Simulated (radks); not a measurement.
Er XXIX, 40 electrons, occupied as [Kr] 4d4. All-electron calculation, scalar-relativistic Kohn-Sham, LDA (Slater exchange, VWN5 correlation), spin-polarised, spherical densities, finite nucleus; open shells are filled with parallel spins first (spin-orbit coupling, left out, can overturn this in heavy ions); Fermi nuclear charge, rms radius 5.2516 fm. Program: a radial shooting solver on a logarithmic mesh with Libxc functionals.

Radial electron density D(r) = 4 pi r^2 rho(r):

```
   r/bohr * D(r) (the largest magnitude, 122, reaches the edge; | marks zero)
   0.0022 |       *
 0.002797 |          *
 0.003585 |              *
 0.004557 |                    *
 0.005839 |                          *
 0.007423 |                                *
 0.009513 |                                     *
  0.01209 |                                        *
   0.0155 |                                        *
   0.0197 |                                      *
  0.02504 |                                    *
  0.03209 |                                     *
   0.0408 |                                            *
  0.05228 |                                                    *
  0.06646 |                                                      *
  0.08517 |                                               *
   0.1083 |                                        *
   0.1387 |                                           *
   0.1764 |                                                *
   0.2242 |                                      *
   0.2873 |                     *
   0.3653 |                *
   0.4681 |                *
    0.595 |         *
   0.7625 |  *
   0.9694 *
    1.242 *
    1.579 *
```

D(r) has 4 maxima, at r = 0.0140, 0.0623, 0.174, 0.429 bohr, and minima at 0.0267, 0.115, 0.365 bohr, inside which lie 1.92, 11.09, 29.40 electrons.
